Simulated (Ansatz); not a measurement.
System (SMILES): [BH]N (BH-NH2), doublet.
Atoms: B1, N2, H3, H4, H5. Bonds: B1-N2, B1-H3, N2-H4, N2-H5.

Basis-set convergence of the lowest harmonic wavenumber at PBE0 with Ansatz (an electronic-structure program). Each level at its own minimum, finite differences of forces, unscaled; the reference is a large set that could be run, not a limit. Cartesian d functions, on some or all atoms, in 6-31G*, 6-31+G*; all else is spherical. The program fits the integrals of some runs and decomposes those of others, by size. Open shells are unrestricted. No added dispersion term, no relativity. Reference: the value in aug-pcseg-2, 613 cm⁻¹, itself unsure by roughly 5 cm⁻¹ (its mean distance from aug-cc-pVTZ, def2-TZVPPD). Deviations are taken from unrounded values.

```csv
basis,functions,lowest harmonic wavenumber (cm⁻¹)
6-31G*,36,586
6-31+G*,44,610
cc-pVDZ,43,573
aug-cc-pVDZ,73,589
def2-SVP,43,607
def2-SVPD,64,632
pcseg-1,43,596
aug-pcseg-1,73,591
6-311G**,54,601
6-311+G**,62,605
def2-TZVP,80,613
def2-TZVPD,101,608
cc-pVTZ,102,607
aug-cc-pVTZ,161,606
pcseg-2,102,617
aug-pcseg-2,161,613
def2-TZVPP,104,608
def2-TZVPPD,125,609
```

What the diffuse functions change, pair by pair:
- 6-31G* to 6-31+G*: 8 more functions, deviation -26 to -2 cm⁻¹
- cc-pVDZ to aug-cc-pVDZ: 30 more functions, deviation -39 to -24 cm⁻¹
- def2-SVP to def2-SVPD: 21 more functions, deviation -6 to 19 cm⁻¹
- pcseg-1 to aug-pcseg-1: 30 more functions, deviation -16 to -21 cm⁻¹
- 6-311G** to 6-311+G**: 8 more functions, deviation -12 to -7 cm⁻¹
- def2-TZVP to def2-TZVPD: 21 more functions, deviation 1 to -4 cm⁻¹
- cc-pVTZ to aug-cc-pVTZ: 59 more functions, deviation -5 to -7 cm⁻¹
- pcseg-2 to aug-pcseg-2: 59 more functions, deviation 4 to 0 cm⁻¹
- def2-TZVPP to def2-TZVPPD: 21 more functions, deviation -4 to -4 cm⁻¹

Leaving out the reference's own pair, they bring the value nearer the reference by more than 5 cm⁻¹ in 2 of 8 pairs.
